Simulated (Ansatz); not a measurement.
CH7FOSi2 (`FC[SiH2]O[SiH3]`). The species carries charge 0 and has multiplicity 1.

```
atom   x (Å)   y (Å)   z (Å)
  F1   1.634  -0.606   1.188
  C2   0.460  -0.163   1.797
 Si3  -0.993  -0.438   0.625
  O4  -0.743   0.375  -0.767
 Si5   0.292   0.567  -2.024
  H6   0.332  -0.712   2.737
  H7   0.587   0.897   2.043
  H8  -1.127  -1.892   0.350
  H9  -2.225   0.081   1.272
 H10   1.426   1.435  -1.619
 H11   0.812  -0.752  -2.469
 H12  -0.454   1.209  -3.133
```

Q: Give the diagnostics of a CCSD(T)/def2-TZVPP run (frozen core, Ansatz). (Best estimate.)

A: Ansatz gave: T1 = 0.0113, largest single amplitude 0.012, largest double 0.016, (T) share of the correlation energy 3.2 %, 9 CCSD cycles. The RHF solution is stable towards an unrestricted one. T1 lies under the customary mark of 0.02 for closed shells.
